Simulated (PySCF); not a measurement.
# One molecule, a ladder of functionals, a line

Molecule: `COBF`, CH$_{4}$BFO.

Atom-mapped SMILES (the numbers label the heavy atoms): `[CH3:1][O:2][BH:3][F:4]`. Hydrogens are named by the atom that carries them.

GIAO shieldings (ppm, equivalent atoms averaged) in PySCF 2.14 on the PBE0-D3(BJ)/def2-SVP geometry, basis pcSseg-2, gas phase, non-relativistic:

```tsv
functional	exact exchange (%)	σ(C1)	σ(O2)	σ(B3)	σ(F4)
BLYP	0	122.5	190.9	69.8	245.6
BP86	0	126.7	195.1	72.1	244.9
PBE	0	127.1	193.8	71.3	242.7
B3LYP	20	127.5	204.6	73.6	260.9
mPW1PW91	25	132.0	210.9	76.1	263.6
BHandHLYP	50	134.0	223.0	79.5	280.9
HF	100	143.9	250.6	90.4	309.0
```

Problem. Fit each shielding as a line in the percentage of exact exchange.

Solution. σ(C1) = 125.4 + 0.18 x (rms 1.7 ppm); σ(O2) = 193.8 + 0.58 x (rms 1.6 ppm); σ(B3) = 70.8 + 0.19 x (rms 0.9 ppm); σ(F4) = 245.8 + 0.65 x (rms 2.0 ppm). The functionals also differ in their semilocal parts, which the line can't hold; Hartree–Fock has no correlation at all.

Problem. What does the line predict for PBE0 (25 %), and what does the run give?

Solution. σ(C1): 129.9 predicted, 132.8 computed; σ(O2): 208.3 predicted, 210.7 computed; σ(B3): 75.5 predicted, 76.1 computed; σ(F4): 262.1 predicted, 262.4 computed ppm.
